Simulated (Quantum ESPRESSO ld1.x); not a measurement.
Species: Co. Configuration: [Ar] 3d7 4s2. All-electron calculation, scalar-relativistic Kohn-Sham, exchange-only LDA, spin-unpolarised, spherical densities, point nucleus. Program: ld1.x of Quantum ESPRESSO 7.5. Some entries of the table are withheld. Estimate them.

orbital,occ.,eigenvalue (eV),<r^2> (bohr^2)
1s,2,(1),(2)
2s,2,-895.466,(3)
2p,6,(4),0.06234
3s,2,-100.492,0.6952
3p,6,-64.145,0.7902
3d,7,-7.158,1.587
4s,2,-4.693,10.09
4p,0,(5),(6)

Answer. 
(1) 1s eigenvalue (eV): -7574.465
(2) 1s <r^2> (bohr^2): 0.004260
(3) 2s <r^2> (bohr^2): 0.07741
(4) 2p eigenvalue (eV): -767.778
(5) 4p eigenvalue (eV): -0.665
(6) 4p <r^2> (bohr^2): 29.35
